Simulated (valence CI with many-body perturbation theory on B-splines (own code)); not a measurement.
**Valence orbitals of Ce⁵³⁺**

Calculated by valence CI with perturbative core correlation (CI+MBPT): three valence electrons over a frozen Dirac-Fock core [He], radial functions for each j: 11 s, 11 p, 9 d, 7 f, 5 g, 2 h, 1 i, with the one-electron correlation potential Σ1 (screened to all orders), the two-electron term Σ2, the three-electron term Σ3, Breit, model QED; selected single and double excitations, second order for the rest (own B-spline code, finite nucleus).

No measured spectrum was set against this ion. As an estimate, large intervals hold to a few tenths of a per cent, small ones and those within an open d or f shell to about a per cent.

These are the spectroscopic orbitals of the CI (the correlating ones are not listed), shaped by the core and the other valence electrons. h is the expectation value of the core's Dirac-Fock operator, without the valence repulsion; Σ1 is computed up to l = 3 at one energy for each symmetry, that of its lowest orbital but kept below the first core excitation, so for empty shells it is not the orbital's own correlation shift; Breit and QED include the response of the core.

```csv
Orbital,h (hartree),Σ1 (cm⁻¹),Breit (cm⁻¹),QED (cm⁻¹),⟨r⟩ (bohr)
2s1/2,-421.64,-1424,56407,63518,0.09985
3s1/2,-184.13,-354,15784,18469,0.2310
4s1/2,-102.38,-139,6307,7578,0.4186
5s1/2,-65.012,-68.7,3162,3823,0.6611
2p1/2,-416.71,-3661,112838,21.3,0.08309
3p1/2,-182.75,-827,30456,-169,0.2156
4p1/2,-101.81,-319,12203,-82.3,0.4041
5p1/2,-64.726,-157,6104,-43.9,0.6477
2p3/2,-397.73,-2691,42273,6746,0.08858
3p3/2,-177.11,-609,11576,1777,0.2233
4p3/2,-99.444,-235,5281,720,0.4143
5p3/2,-63.521,-116,2659,362,0.6603
3d3/2,-176.6,-289,1143,-192,0.1885
4d3/2,-99.229,-124,626,-55.8,0.3803
5d3/2,-63.412,-63.6,320,-23.5,0.6272
3d5/2,-174.94,-259,373,600,0.1912
4d5/2,-98.524,-110,204,276,0.3836
5d5/2,-63.05,-56.6,98.9,146,0.6312
4f5/2,-98.483,-24.2,7.0,-87.0,0.3297
5f5/2,-63.031,-13.7,5.8,-42.7,0.5778
4f7/2,-98.14,-23.1,2.0,77.8,0.3315
5f7/2,-62.855,-13.0,1.6,41.9,0.5799
5g7/2,-62.849,,0.0,-27.8,0.5064
5g9/2,-62.745,,0.0,22.3,0.5078
```

Among the shells of the start configuration 2s2 2p1, Σ1 is largest in size for 2p1/2, where it is 0.0040 % of h.

Lowest root of each symmetry, sizes in configuration state functions:

| J | Parity | Roots | Reference | Variational | Second order | Change by selected CI (cm⁻¹) | Change by second order (cm⁻¹) |
| --- | --- | --- | --- | --- | --- | --- | --- |
| 1/2 | even | 16 | 50 | 9847 | 7184 | -11132 | 0 |
| 3/2 | even | 19 | 70 | 15423 | 14221 | -6309 | 0 |
| 5/2 | even | 14 | 66 | 16557 | 16530 | -9710 | -1 |
| 7/2 | even | 5 | 41 | 11710 | 22158 | -6396 | -5 |
| 9/2 | even | 2 | 23 | 6948 | 10165 | -12297 | -2 |
| 1/2 | odd | 15 | 48 | 9575 | 5004 | -10266 | 0 |
| 3/2 | odd | 21 | 72 | 15595 | 6601 | -9538 | 0 |
| 5/2 | odd | 13 | 62 | 16458 | 15358 | -15064 | -1 |
| 7/2 | odd | 6 | 43 | 12219 | 13199 | -11169 | -2 |
| 9/2 | odd | 2 | 20 | 7208 | 16645 | -6634 | -3 |
